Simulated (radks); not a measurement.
Spin polarisation of the 4p4 shell in the bromine ion Br+. Start: [Ar] 3d10 4s2 4p(up 2, down 2); electrons of 4p are moved from spin down to spin up, other shells keep equal spins. Calculated with a radial shooting solver on a logarithmic mesh with Libxc functionals: scalar-relativistic Kohn-Sham, PBE, spin-polarised, spherical densities, finite nucleus; Fermi nuclear charge, rms radius of each element as measured or else 0.836 A^(1/3) + 0.57 fm.

[
 {"moment (Bohr magnetons)": "0", "E - E(0) (eV)": "0.000", "e(4p up) (eV)": "-17.471", "e(4p down) (eV)": "-17.471", "4s down minus up (eV)": "0.000", "3d down minus up (eV)": "0.000", "3p down minus up (eV)": "0.000"},
 {"moment (Bohr magnetons)": "0.5", "E - E(0) (eV)": "-0.055", "e(4p up) (eV)": "-17.683", "e(4p down) (eV)": "-17.240", "4s down minus up (eV)": "0.450", "3d down minus up (eV)": "0.062", "3p down minus up (eV)": "0.048"},
 {"moment (Bohr magnetons)": "1", "E - E(0) (eV)": "-0.222", "e(4p up) (eV)": "-17.878", "e(4p down) (eV)": "-16.989", "4s down minus up (eV)": "0.902", "3d down minus up (eV)": "0.123", "3p down minus up (eV)": "0.095"},
 {"moment (Bohr magnetons)": "1.5", "E - E(0) (eV)": "-0.500", "e(4p up) (eV)": "-18.057", "e(4p down) (eV)": "-16.717", "4s down minus up (eV)": "1.359", "3d down minus up (eV)": "0.185", "3p down minus up (eV)": "0.143"},
 {"moment (Bohr magnetons)": "2", "E - E(0) (eV)": "-0.892", "e(4p up) (eV)": "-18.219", "e(4p down) (eV)": "-16.421", "4s down minus up (eV)": "1.821", "3d down minus up (eV)": "0.247", "3p down minus up (eV)": "0.191"}
]

At moment 2 the spin-polarisation energy is -0.892 eV and the 4p exchange splitting 1.797 eV, that is 0.899 eV per Bohr magneton; E = -I m^2/4 would give I = 0.892 eV.
